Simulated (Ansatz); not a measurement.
Reaction (substitution at a C–C bond): `N=CC=O` + HBr → `N=CBr` + `C=O`

Gas-phase electronic energies from Ansatz, PBE0-D4/def2-TZVP geometries. CCSD(T)/CBS is the MP2 limit (def2-TZVPP, def2-QZVPP) plus CCSD(T) − MP2 in def2-TZVPP, frozen cores. This one scheme is used for every species. DFT in def2-TZVPP. For Br outer-core shells are correlated without core-valence functions, which leaves a few kJ/mol of doubt a bond. Scalar relativity is left out up to krypton. One conformer a species, not always the lowest.

Task: Is it downhill or uphill in electronic energy at CCSD(T)/CBS, and by how much? (An estimate is asked.)

Result: Ansatz gave: Uphill: ΔE = +38.2 kJ/mol.

Task: What do these levels give: LDA (SPW92), PBE-D4, revPBE-D4, BLYP-D4, r2SCANh-D4, ωB97M-V, PBE-QIDH, PBE, r2SCANh, LC-ωPBE, MP2/def2-TZVPP, CCSD/CBS(def2)? (Estimate.)

Result: Ansatz gave: LDA (SPW92) 39.8, PBE-D4 30.4, revPBE-D4 29.4, BLYP-D4 28.1, r2SCANh-D4 35.6, ωB97M-V 37.5, PBE-QIDH 37.5, PBE 30.2, r2SCANh 35.4, LC-ωPBE 39.9, MP2/def2-TZVPP 34.6, CCSD/CBS(def2) 38.3 kJ/mol.

Largest T1 diagnostic among the species: 0.015.

Leaving LDA and LC-ωPBE aside and taking each functional with its dispersion term where it has one, the values, not all of them listed here, spread over 10.7 kJ/mol, from BLYP-D4 to CAM-B3LYP-D4. LDA lies +9.6 kJ/mol from PBE without D4. From BLYP to BHLYP (50 % exact exchange), in def2-TZVPP and without D4, ΔE moves by +10.5 kJ/mol. At CCSD(T), def2-SVP lies +16.8 kJ/mol from the extrapolated value and def2-TZVPP +0.8 kJ/mol.
